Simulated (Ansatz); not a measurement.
The same path of CH₄FNO₂Si (10 atoms, charge 0, multiplicity 1) was run twice with different band settings. The coordinate that changes most is the dihedral H7–N1–C2–F3.

Method: RKS B3LYP-D4/6-31G in Ansatz 0.2.0.

Relaxed end points:

```xyz
10
Properties=species:S:1:pos:R:3
N -0.060 -1.797 -0.051
C -0.425 -0.478 -0.040
F -1.839 -0.409 -0.076
O 0.147 0.316 -1.110
Si 0.509 1.653 0.036
O -0.004 0.349 1.135
H 0.901 -2.044 -0.201
H -0.711 -2.494 0.266
H -0.391 2.840 -0.072
H 1.957 2.012 0.116
```

```xyz
10
Properties=species:S:1:pos:R:3
N -0.062 -1.798 -0.051
C -0.424 -0.478 -0.040
F -1.837 -0.406 -0.078
O 0.151 0.316 -1.110
Si 0.510 1.653 0.037
O -0.002 0.348 1.135
H -0.717 -2.494 0.262
H 0.899 -2.047 -0.197
H -0.391 2.840 -0.072
H 1.957 2.014 0.117
```

Common settings: climbing image yes; spring 5.0 eV/Å²; optimiser quadratic models (default); start path IDPP; force threshold 0.03 eV/Å; end points relaxed.

| run | movable images | iteration limit |
| --- | --- | --- |
| 1 | 7 | 44 |
| 2 | 2 | 60 |

Task: What does each run give, and how far can it be trusted?

Result: Run 1: converged after 8 iterations, highest image 0.079 eV above the first end. A vibrational analysis at the climbing image gives one clearly imaginary mode, 100i cm⁻¹: a first-order saddle point.
Run 2: converged after 8 iterations, highest image 0.079 eV above the first end. The dihedral H7–N1–C2–F3 jumps by 91° between images 0 and 1, so the path isn't resolved there. Another band between the same ends (7 images) ends at a top of the same energy, where a vibrational analysis finds 1 clearly imaginary mode. So few images can step over the top or miss a turn of the path.
Limits of this set-up: no polarisation functions.
